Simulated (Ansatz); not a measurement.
In2Ga2N4, relaxed as a singlet with RKS PBE0-D4/def2-SVP in Ansatz, starting from the GFN2-xTB geometry. Force threshold 0.03 eV/Å.

In the def2 sets In takes a core potential; there is no spin–orbit coupling. The structure comes from a short search, and lower isomers may exist.

Start:

Cartesian coordinates in Å:
```
Ga 3.349 0.483 -1.184
Ga 0.026 0.003 1.984
In -1.421 1.654 -0.656
In -0.228 -1.943 -0.965
N 1.615 0.270 -0.593
N -1.775 -0.818 0.384
N -1.976 0.121 1.130
N 0.410 0.228 -0.100
```

**Question.** Estimate the energy that the relaxation releases and the steps that it takes.

**Answer.** 2.29 eV, in 32 steps; 3 min on 4 threads of Arm Neoverse V2 on a shared host. No frequencies were taken in this run, so the end may be a saddle point.

**Question.** Does the start keep its bonding and symmetry?

**Answer.** Bonds lost: Ga2–N7, In3–N7, In4–N6 (atoms count from 1). Bonds formed: Ga2–N5, In3–N5, In4–N5 (atoms count from 1). The end holds 2 separate pieces.

**Question.** Predict the relaxed structure.

**Answer.** 
Cartesian coordinates in Å:
```
Ga 3.0663 0.6237 -1.0878
Ga 1.1606 0.2209 1.6988
In -0.3329 1.9297 -1.1308
In 0.4051 -1.8767 -1.1676
N 1.3337 0.2761 -0.5044
N -2.7286 -1.1292 1.0103
N -2.9209 -0.0538 1.1202
N 0.0166 0.0093 0.0614
```
Bond lengths (bridged metal pairs left out): 4 × In–N 2.28 to 2.44 Å; 3 × Ga–N 1.86 to 2.21 Å; 2 × N–N 1.10 to 1.46 Å.
